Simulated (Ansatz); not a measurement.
Ansatz (a program for electronic structure) input (PBE0/def2-TZVPD):

Ansatz 0.2 input:
```yaml
crystal:
  periodic: [false, false, false]
  atoms:
    - {symbol: In, position_ang: [0.14474588, 0.07552198, 0.26034827]}
    - {symbol: O, position_ang: [1.04721742, 0.36249829, -1.53043968]}
    - {symbol: H, position_ang: [0.45433642, 0.07253254, -2.23716014]}
    - {symbol: O, position_ang: [-1.71957524, -0.72531941, 0.09804356]}
    - {symbol: H, position_ang: [-2.16802176, -0.87054049, 0.93926404]}
basis:
  gaussian:
    orbitals: def2-TZVPD
hamiltonian:
  xc: {name: PBE0}
magnetization: {spin_polarized: true, initial_magnetization: 1}
output: {forces: true}
```

End of the output:

```
integrals: 0.06 GiB planned
983 factors; their error is unknown
mean field: 0.78 GiB planned
mean field evaluation 1: about -9285.0821 eV, gradient 6.1e1 eV
mean field evaluation 2: about -9186.8986 eV, gradient 1.5e2 eV
mean field evaluation 4: about -9298.1505 eV, gradient 4.9e0 eV
mean field evaluation 8: about -9298.2304 eV, gradient 1.2e-1 eV
mean field evaluation 16: about -9298.2830 eV, gradient 2.9e-3 eV
mean field -9298.28298594 eV, -341.7055971308 hartree, gradient 1.8e-5 eV, S^2 0.755409; 0 other end points of the search recorded, 0 dependent functions left out
the calculation of the forces begins
reference -9298.28302794 eV, -341.7055986742 hartree; 20, 19 occupied and 134, 135 virtual orbitals, 983 factors
Total energy: -9298.28302794 eV, -341.7055986742 hartree
Atom 0 at     0.144746     0.075522     0.260348 Å, force    -0.172924    -0.090678    -0.319453 eV/Å
Atom 1 at     1.047217     0.362498    -1.530440 Å, force    -0.237106    -0.090628     0.187733 eV/Å
Atom 2 at     0.454336     0.072533    -2.237160 Å, force     0.095449     0.046312     0.106901 eV/Å
Atom 3 at    -1.719575    -0.725319     0.098044 Å, force     0.227186     0.104160     0.141744 eV/Å
Atom 4 at    -2.168022    -0.870540     0.939264 Å, force     0.087395     0.030834    -0.116925 eV/Å
Dipole moment:    -0.071311    -0.002984     0.507102 e Å
```

It need not be the lowest isomer of its formula.
